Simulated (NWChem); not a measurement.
Everything below was run with NWChem. System: OTe, charge 0, spin multiplicity 3, at a geometry optimised with UB3LYP/def2-SVP with def2 effective core potentials on Te. The structure started from a generated list of species. Its SCF solution wasn't tested for a lower state. Level: UHF/def2-TZVP with def2 effective core potentials on Te.

Input file:

```
start mol
memory heap 200 mb stack 900 mb global 1100 mb
geometry units angstroms nocenter noautoz
  O      0.000000     0.000000     1.618168
  Te     0.000000     0.000000    -0.248949
  symmetry group C2v
end
basis spherical
  * library def2-tzvp
end
ecp
  Te library def2-ecp
end
scf
  uhf
  nopen 2
  maxiter 100
  thresh 1e-7
  semidirect memsize 60000000 filesize 0
  # guess.movecs holds the orbitals of an unrestricted PBE0 run
  vectors input guess.movecs output mol.movecs
end
task scf energy
```

Output (cleaned and shortened):

```
             Northwest Computational Chemistry Package (NWChem) 7.3.0
             --------------------------------------------------------

                                NWChem Input Module
                                -------------------

 Scaling coordinates for geometry "geometry" by  1.889725989
 (inverse scale =  0.529177249)

 Turning off AUTOSYM since
 SYMMETRY directive was detected!

                             Geometry "geometry" -> ""
                             -------------------------

 Output coordinates in angstroms (scale by  1.889725989 to convert to a.u.)

  No.       Tag          Charge          X              Y              Z
 ---- ---------------- ---------- -------------- -------------- --------------
    1 O                    8.0000     0.00000000     0.00000000     1.61816800
    2 Te                  52.0000     0.00000000     0.00000000    -0.24894900

 Effective nuclear repulsion energy (a.u.)     117.9024858024

            Nuclear Dipole moment (a.u.)
            ----------------------------
        X                 Y               Z
 ---------------- ---------------- ----------------
     0.0000000000     0.0000000000    -0.0000075589

      Symmetry information
      --------------------

 Group name             C2v
 Group number             16
 Group order               4
 No. of unique centers     2

      Symmetry unique atoms

     1    2


 Summary of "ao basis" -> "" (spherical)
 ------------------------------------------------------------------------------
       Tag                 Description            Shells   Functions and Types
 ---------------- ------------------------------  ------  ---------------------
 *                         def2-tzvp                  on all atoms

 Summary of "ao basis" -> "ao basis" (spherical)
 ------------------------------------------------------------------------------
       Tag                 Description            Shells   Functions and Types
 ---------------- ------------------------------  ------  ---------------------
 O                         def2-tzvp                11       31   5s3p2d1f
 Te                        def2-tzvp                16       50   6s5p3d2f

                                 NWChem SCF Module
                                 -----------------

  ao basis        = "ao basis"
  functions       =    81
  atoms           =     2
  alpha electrons =    17
  beta  electrons =    15
  charge          =   0.00
  wavefunction    = UHF
  use symmetry    = T
  symmetry adapt  = T

 Summary of "ao basis" -> "ao basis" (spherical)
 ------------------------------------------------------------------------------
       Tag                 Description            Shells   Functions and Types
 ---------------- ------------------------------  ------  ---------------------
 O                         def2-tzvp                11       31   5s3p2d1f
 Te                        def2-tzvp                16       50   6s5p3d2f

      Symmetry analysis of basis
      --------------------------

        a1         35
        a2          8
        b1         19
        b2         19

 Forming initial guess at       0.1s

   Symmetry analysis of molecular orbitals - initial alpha
   -------------------------------------------------------

  Numbering of irreducible representations:

     1 a1          2 a2          3 b1          4 b2

  Orbital symmetries:

     1 a1          2 a1          3 b1          4 b2          5 a1
     6 a1          7 b1          8 b2          9 a2         10 a1
[...]
    42      0.211080  2 Te py

                     UHF Final Beta Molecular Orbital Analysis
                     -----------------------------------------

 Vector   13  Occ=1.000000D+00  E=-4.761166D-01  Symmetry=a1
              MO Center=  1.0D-16, -4.5D-16,  5.4D-01, r^2= 2.6D+00
   Bfn.  Coefficient  Atom+Function         Bfn.  Coefficient  Atom+Function
  ----- ------------  ---------------      ----- ------------  ---------------
     8      0.321762  1 O  pz                43      0.316583  2 Te pz
    37      0.306807  2 Te s                 49     -0.306945  2 Te pz
    11      0.299751  1 O  pz                46     -0.270883  2 Te pz
    14      0.206398  1 O  pz                33      0.190648  2 Te s
    36      0.190052  2 Te s                 34     -0.163211  2 Te s

 Vector   14  Occ=1.000000D+00  E=-3.923277D-01  Symmetry=b1
              MO Center= -1.8D-15, -1.5D-16,  1.0D+00, r^2= 1.8D+00
   Bfn.  Coefficient  Atom+Function         Bfn.  Coefficient  Atom+Function
  ----- ------------  ---------------      ----- ------------  ---------------
     6      0.317986  1 O  px                 9      0.296189  1 O  px
    47      0.287413  2 Te px                12      0.258038  1 O  px
    41     -0.238615  2 Te px                44      0.184435  2 Te px

 Vector   15  Occ=1.000000D+00  E=-3.923277D-01  Symmetry=b2
              MO Center=  1.5D-16,  2.3D-15,  1.0D+00, r^2= 1.8D+00
   Bfn.  Coefficient  Atom+Function         Bfn.  Coefficient  Atom+Function
  ----- ------------  ---------------      ----- ------------  ---------------
     7      0.317986  1 O  py                10      0.296189  1 O  py
    48      0.287413  2 Te py                13      0.258038  1 O  py
    42     -0.238615  2 Te py                45      0.184435  2 Te py

 Vector   16  Occ=0.000000D+00  E= 7.043726D-05  Symmetry=b1
              MO Center= -9.3D-16,  5.1D-17,  5.9D-02, r^2= 3.4D+00
   Bfn.  Coefficient  Atom+Function         Bfn.  Coefficient  Atom+Function
  ----- ------------  ---------------      ----- ------------  ---------------
    50      0.498416  2 Te px                47      0.335811  2 Te px
    12     -0.325988  1 O  px                41     -0.305311  2 Te px
    44      0.250321  2 Te px                 6     -0.244695  1 O  px
     9     -0.204603  1 O  px

 Vector   17  Occ=0.000000D+00  E= 7.043828D-05  Symmetry=b2
              MO Center= -1.3D-16,  5.6D-15,  5.9D-02, r^2= 3.4D+00
   Bfn.  Coefficient  Atom+Function         Bfn.  Coefficient  Atom+Function
  ----- ------------  ---------------      ----- ------------  ---------------
    51      0.498416  2 Te py                48      0.335811  2 Te py
    13     -0.325988  1 O  py                42     -0.305311  2 Te py
    45      0.250321  2 Te py                 7     -0.244695  1 O  py
    10     -0.204603  1 O  py

 Vector   18  Occ=0.000000D+00  E= 8.172494D-02  Symmetry=a1
              MO Center=  3.7D-16, -4.2D-16, -3.3D-01, r^2= 5.1D+00
   Bfn.  Coefficient  Atom+Function         Bfn.  Coefficient  Atom+Function
  ----- ------------  ---------------      ----- ------------  ---------------
    52      1.051190  2 Te pz                 5     -0.623647  1 O  s
    37      0.498823  2 Te s                 14      0.261005  1 O  pz
     8      0.180639  1 O  pz                11      0.170657  1 O  pz
    46      0.166288  2 Te pz                43     -0.161809  2 Te pz
    33      0.157703  2 Te s

 center of mass
 --------------
 x =   0.00000000 y =   0.00000000 z =  -0.08364039

 moments of inertia (a.u.)
 ------------------
         177.293986353439           0.000000000000           0.000000000000
           0.000000000000         177.293986353439           0.000000000000
           0.000000000000           0.000000000000           0.000000000000

  Mulliken analysis of the total density
  --------------------------------------

    Atom       Charge   Shell Charges
 -----------   ------   -------------------------------------------------------
    1 O    8     8.54   0.79  1.18  0.60  0.99  0.35  1.72  1.91  0.97  0.00  0.02  0.00
    2 Te  24    23.46   0.28 -0.84  1.56  1.00  1.11  0.79 -0.51  6.46  1.00  1.87  0.52  9.10  0.92  0.14  0.05  0.00

  Mulliken analysis of the alpha density
  --------------------------------------

    Atom       Charge   Shell Charges
 -----------   ------   -------------------------------------------------------
    1 O    8     4.67   0.40  0.59  0.32  0.51  0.16  1.11  1.16  0.42  0.00  0.01  0.00
    2 Te  24    12.33   0.14 -0.42  0.78  0.50  0.56  0.39 -0.26  3.24  0.65  1.30  0.35  4.54  0.47  0.07  0.02  0.00

   Mulliken analysis of the beta density
   -------------------------------------

    Atom       Charge   Shell Charges
 -----------   ------   -------------------------------------------------------
    1 O    8     3.87   0.40  0.59  0.29  0.48  0.19  0.61  0.75  0.54  0.00  0.01  0.00
    2 Te  24    11.13   0.14 -0.42  0.78  0.50  0.54  0.41 -0.25  3.22  0.34  0.57  0.17  4.56  0.45  0.08  0.03  0.00

   Mulliken analysis of the spin density
   -------------------------------------

    Atom       Charge   Shell Charges
 -----------   ------   -------------------------------------------------------
    1 O    8     0.80   0.00 -0.00  0.03  0.03 -0.03  0.49  0.40 -0.12 -0.00 -0.01 -0.00
    2 Te  24     1.20  -0.00  0.00 -0.00 -0.00  0.02 -0.02 -0.01  0.02  0.31  0.73  0.17 -0.02  0.02 -0.01 -0.01 -0.00

       Multipole analysis of the density wrt the origin
       ------------------------------------------------

     L   x y z        total         alpha         beta         nuclear
     -   - - -        -----         -----         ----         -------
     0   0 0 0     -0.000000    -17.000000    -15.000000     32.000000

     1   1 0 0     -0.000000      0.000000     -0.000000      0.000000
     1   0 1 0      0.000000     -0.000000      0.000000      0.000000
     1   0 0 1     -1.418419     -7.823334     -6.767548     13.172464

     2   2 0 0    -23.025978    -13.666040     -9.359938      0.000000
     2   1 1 0     -0.000000      0.000000     -0.000000      0.000000
     2   1 0 1     -0.000000     -0.000000     -0.000000      0.000000
     2   0 2 0    -23.025978    -13.666040     -9.359938      0.000000
     2   0 1 1     -0.000000      0.000000     -0.000000      0.000000
     2   0 0 2    -26.134932    -57.873248    -48.379068     80.117385

 Task  times  cpu:        1.7s     wall:        1.7s

 Total times  cpu:        1.7s     wall:        1.7s
```
